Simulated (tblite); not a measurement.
C₆H₇F₂N.
Geometry (GFN2-xTB, Å), atoms numbered from 1 in this order:
```xyz
16
C6H7F2N angstrom
N      3.283    1.210   -0.591
C      2.424    0.459   -0.596
C      1.324   -0.492   -0.566
F      1.812   -1.760   -0.324
C      0.324   -0.119    0.529
C     -0.945   -0.996    0.534
C     -1.763    0.185   -0.018
C     -0.549    1.101    0.175
F     -0.163    1.777   -0.956
H      0.842   -0.522   -1.554
H      0.851   -0.050    1.483
H     -1.243   -1.302    1.533
H     -0.895   -1.875   -0.103
H     -2.026    0.082   -1.069
H     -2.649    0.462    0.546
H     -0.635    1.849    0.967
```

Level: GFN2-xTB in tblite, geometry and Hessian alike; calculated harmonic values, unscaled, isolated species. The method is semi-empirical: single wavenumbers can be off by several per cent or more. One conformer, not necessarily the lowest.

Harmonic wavenumbers (cm⁻¹): 48.5, 56.5, 110.2, 185.0, 210.8, 286.3, 378.0, 404.9, 473.7, 550.9, 586.4, 717.2, 802.1, 871.2, 914.8, 977.9, 998.0, 1032.7, 1039.9, 1048.4, 1103.7, 1120.9, 1148.9, 1172.2, 1193.1, 1216.1, 1221.0, 1248.0, 1253.8, 1255.3, 1299.0, 1311.8, 1458.3, 1477.2, 2416.1, 2896.6, 2958.9, 2980.9, 3019.8, 3032.1, 3035.2, 3040.4.

A = 2390, B = 1409, C = 976.0 MHz; mass 131.055 u (most abundant isotopes); point group C1, symmetry number 1.

Q: Zero-point energy?

A: Half the sum of the wavenumbers: 26276 cm⁻¹ = 314.34 kJ/mol.

Q: Give the ideal-gas entropy at 273.15 K and 1 bar in the rigid-rotor, harmonic-oscillator model (classical rotation).

A: Translation 167.84, rotation 120.12, vibration 91.80: S = 379.8 J/(mol K).

Q: And Cp and H(273.15 K) − H(0)?

A: Cp = 126.75 J/(mol K), of which vibrations give 93.49 (their classical limit is 42 R = 349.2); H(273.15 K) − H(0) = 22.00 kJ/mol without the zero-point energy, 12.91 from vibrations.

Q: What must be added to the electronic energy to get the Gibbs energy at 273.15 K and 1 bar?

A: ZPE + [H(273.15 K) − H(0)] − T·S = 314.34 + 22.00 − 103.73 = 232.61 kJ/mol.

Q: How do the functions run with temperature in this model?

A: 
| T (K) | S (J/(mol K)) | Cp (J/(mol K)) | H − H(0) (kJ/mol) | G − H(0) (kJ/mol) | ln q(vib) |
| --- | --- | --- | --- | --- | --- |
| 100 | 286.8 | 69.8 | 5.17 | -23.50 | 1.65 |
| 200 | 344.6 | 100.9 | 13.69 | -55.22 | 3.82 |
| 300 | 392.1 | 136.9 | 25.54 | -92.10 | 5.91 |
| 500 | 478.9 | 205.3 | 60.09 | -179.35 | 10.09 |
| 800 | 590.6 | 268.8 | 132.16 | -340.33 | 16.23 |
| 1000 | 653.6 | 295.0 | 188.70 | -464.89 | 20.09 |

q(vib) and H(0) count from the zero-point level.

Hindered rotation and anharmonicity are outside this model. Other conformers, if any are populated, would add a mixing term that is left out. The structure is chiral; the term R ln 2 for an equal mix with its mirror image is left out.

On an Arm Neoverse N1 with one thread (shared host), this took 0.74 s of wall time. The figure is for the frequency step alone.
